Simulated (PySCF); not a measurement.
Mayer bond orders and bond lengths

Compound: trifluoroacetate, C2F3O2 (charge -1).
Numbering: `[O:1]=[C:2]([O-:3])[C:4]([F:5])([F:6])[F:7]`

Cartesian coordinates in Å at the GFN2-xTB level; atoms count from 1:
```xyz
7
C2F3O2 angstrom
O      1.2439    1.3163   -0.5592
C      0.9973    0.1593   -0.2666
O      1.6504   -0.8685   -0.2083
C     -0.5836   -0.0833    0.1483
F     -0.7348   -0.5659    1.4105
F     -1.2128   -0.9826   -0.6545
F     -1.3570    1.0297    0.1028
```

Bond orders from the PBE0/pcSseg-1 density (PySCF). Isolated species at its GFN2-xTB geometry, gas phase. The pcSseg-1 basis has no diffuse functions, a weakness for an anion.

How far do the computed orders between heavy atoms stray from the drawn ones?

The largest departure is 0.780, at C2–O3 (drawn single, 1.780). Drawn single, order above 1.12: C2–O3 (1.780). Drawn single, order below 0.88: C2–C4 (0.769). The SMILES, with its formal charges, is one Lewis structure only.

Set the Mayer orders of the bonds beside their lengths.

| bond | drawn as | length (Å) | Mayer order |
| --- | --- | --- | --- |
| O1–C2 | double | 1.219 | 1.790 |
| C2–O3 | single | 1.219 | 1.780 |
| C2–C4 | single | 1.652 | 0.769 |
| C4–F5 | single | 1.360 | 0.958 |
| C4–F6 | single | 1.360 | 0.958 |
| C4–F7 | single | 1.356 | 0.972 |

Sum the orders of all bonds at each heavy atom with more than one neighbour and set the sums beside the valence in the SMILES.

C2 4.339 (drawn 4), C4 3.657 (drawn 4). Orders between atoms that aren't bonded are not in these sums.

Mayer orders depend on the basis set.
